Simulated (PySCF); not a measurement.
C₉H₇Cl.
Bonds: Cl1–C2, C2–C3 (double), C3–C4, C4–C5 (double), C5–C6, C6–C7, C7–C8 (double), C8–C9, C9–C10 (double), C2–C6, C6–C10. Hydrogens: H11 on C3; H12 on C4; H13 on C5; H14 on C7; H15 on C8; H16 on C9; H17 on C10.

Method used: PBE0-D3(BJ)/def2-SVP geometry optimisation, gas phase (PySCF).

(1) What internal coordinates does the optimisation give?

Answers

(1) 
```tsv
bond	length (pm)	order
Cl1–C2	170.9	single
C2=C3	134.7	double
C3–C4	146.5	single
C4=C5	134.7	double
C5–C6	151.3	single
C6–C7, C6–C10	151.2	single
C7=C8, C9=C10	134.6	double
C8–C9	146.8	single
C2–C6	151.4	single
C3–H11	109.0	single
C4–H12	109.1	single
C5–H13	109.0	single
C7–H14, C10–H17	109.0	single
C8–H15, C9–H16	109.1	single
```

Bonds in one row agree within 1 pm and their mean is given. Orders are formal, as drawn. A selection of angles:
```tsv
angle	degrees
Cl1–C2–C3	127.8
Cl1–C2–C6	121.3
C3–C2–C6	110.9
C2–C3–C4	108.0
C2–C3–H11	125.8
C4–C3–H11	126.2
C3–C4–C5	110.0
C3–C4–H12	124.2
C5–C4–H12	125.9
C4–C5–C6	109.7
C4–C5–H13	127.9
C6–C5–H13	122.4
C5–C6–C7	113.4
C7–C6–C10	102.5
C2–C6–C5	101.4
C2–C6–C7	113.3
C6–C7–C8	109.4
C6–C7–H14	122.6
C8–C7–H14	128.0
C7–C8–C9	109.3
C7–C8–H15	125.9
C9–C8–H15	124.8
```

Torsions: Cl1–C2–C3–C4 180° (antiperiplanar); C2–C3–C4–C5 0° (synperiplanar); C3–C4–C5–C6 0° (synperiplanar); C4–C5–C6–C7 122° (anticlinal); C5–C6–C7–C8 122° (anticlinal); C6–C7–C8–C9 0° (synperiplanar); C7–C8–C9–C10 0° (synperiplanar); C8–C9–C10–C6 0° (synperiplanar); Cl1–C2–C6–C5 180° (antiperiplanar); C5–C6–C10–C9 -122° (anticlinal).

The 5-membered ring C6–C7–C8–C9–C10 has internal angles of 102.5° to 109.4°; it is planar, 0.00 Å rms from its mean plane, widest ring torsion 0°. The C–C distances run from 1.346 Å (C7=C8, drawn double) to 1.514 Å (C2–C6, drawn single), a spread of 0.168 Å. The 5-membered ring C2–C3–C4–C5–C6 has internal angles of 101.4° to 110.9° (sum 540°, against 540° for a flat polygon); it is planar, 0.00 Å rms from its mean plane, widest ring torsion 0°.

Point group: Cs (every atom within 0.08 Å of its image). No PBE0-D3(BJ)/def2-SVP frequencies stand behind this structure, so it isn't proved a minimum.
